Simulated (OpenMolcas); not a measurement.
Kr3+.

| Property | Result |
| --- | --- |
| Program | OpenMolcas |
| Basis | ANO-RCC-VTZP [6s5p3d1f] |
| Scalar Hamiltonian | DKH2, point nucleus |
| Active space | 3 electrons in 3 orbitals (4p) |
| State averaging | 2S+1 = 4 odd, 1 root; 2S+1 = 2 odd, 8 roots |
| Spin-orbit coupling | RASSI with atomic mean-field integrals over the reference wave functions, term energies averaged over their components |

Two sets of levels on these reference wave functions, in cm-1 above 4s2 4p3 4S* 3/2: one from CASSCF and one from SS-CASPT2, IPEA 0.25 Eh, imaginary shift 0.1 Eh (closed shells correlated: 3d 4s).

```tsv
Level	Set 1	Set 2
4s2 4p3 4S* 3/2	0.0	0.0
4s2 4p3 2D* 3/2	22010	18570
4s2 4p3 2D* 5/2	23230	19900
4s2 4p3 2P* 1/2	38320	33330
4s2 4p3 2P* 3/2	39990	35180
```

**Question.** Which set is which?

**Answer.** Set 2 is SS-CASPT2. Its levels of the other terms of 4s2 4p3 lie at 0.84 to 0.88 of the other set's values, as expected, since terms of lower spin or lower L gain more correlation energy than the Hund ground term. Against 4 measured levels (Saloman, J. Phys. Chem. Ref. Data 36, 215 (2007)) the mean absolute deviation is 1700 cm-1 with it and 5800 cm-1 without; single levels miss by up to 2300 cm-1 with it.

CASPT2 does not keep the components of a term degenerate, so their means are used; among the terms shown or strongly mixed into the levels shown the widest spread is 180 cm-1 (4s2 4p3 2D*, SS-CASPT2). With the s shell closed, the reference lacks s² → p² mixing. Computed and measured levels are paired by configuration, term and J; levels that our copy of the source lacks, or whose pairing is in doubt (as where it misses far off the trend of its configuration), stay unpaired and out of the deviations. Only configurations of the active space appear.

* marks odd parity.
